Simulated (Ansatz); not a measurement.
Gas-phase electronic energies from Ansatz, PBE0-D4/def2-TZVP geometries. CCSD(T)/CBS is the MP2 limit (def2-TZVPP, def2-QZVPP) plus CCSD(T) − MP2 in def2-TZVPP, frozen cores. DFT in def2-TZVPP. For Ge outer-core shells are correlated without core-valence functions, which leaves a few kJ/mol of doubt a bond. Scalar relativity is left out up to krypton. Each species was taken in one conformer, which may not be the lowest.

Consider the substitution at a C–Ge bond: `B[CH2][GeH2][SiH3]` + `[NH2][GeH3]` → `BC[NH][GeH3]` + `[SiH3][GeH3]`.

```tsv
level	ΔE (eV)
PBE0	0.90
MP2/CBS(def2)	1.11
```

(1) What does CCSD(T)/CBS give? (Estimate.)

Largest T1 diagnostic among the species: 0.012.

Results:

(1) The calculation gave: +1.04 eV. The listed levels differ from it by -0.14, 0.07 eV.

From PBE to PBE0 (25 % exact exchange), in def2-TZVPP and without D4, ΔE moves by +0.06 eV. The D4 term adds +0.05 eV with B3LYP and +0.03 eV with PBE0; it sums over pairs of atoms, weighted by their polarisabilities, and B3LYP, whose exchange is more repulsive, gets the larger term.

B3LYP here is the variant with VWN-RPA as its local correlation; programs differ in this.
